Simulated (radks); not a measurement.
Values are calculated unless marked as measured or tabulated.
Task: Neutral chlorine, configuration [Ne] 3s2 3p5. Code: a radial shooting solver on a logarithmic mesh with Libxc functionals. Model: scalar-relativistic Kohn-Sham, PBE, spin-polarised, spherical densities, point nucleus; open shells are filled with parallel spins first. Some entries of the table are withheld. Estimate them.

| orbital | occ. | eigenvalue (eV) | <r^2> (bohr^2) | <r> (bohr) |
|---|---|---|---|---|
| 1s up | 1 | -2751.341 | 0.01114 | 0.09097 |
| 1s down | 1 | -2751.184 | 0.01114 | 0.09097 |
| 2s up | 1 | -252.7287 | 0.2345 | 0.4442 |
| 2s down | 1 | -252.5855 | 0.2344 | 0.4442 |
| 2p up | 3 | -191.6912 | 0.2064 | (1) |
| 2p down | 3 | -191.4867 | 0.2063 | (2) |
| 3s up | 1 | -21.1349 | 2.733 | 1.533 |
| 3s down | 1 | -20.1661 | 2.760 | 1.539 |
| 3p up | 3 | (3) | 4.037 | 1.831 |
| 3p down | 2 | (4) | 4.187 | 1.859 |

Result: 
(1) 2p up <r> (bohr): 0.4069
(2) 2p down <r> (bohr): 0.4069
(3) 3p up eigenvalue (eV): -8.9964
(4) 3p down eigenvalue (eV): -8.1193
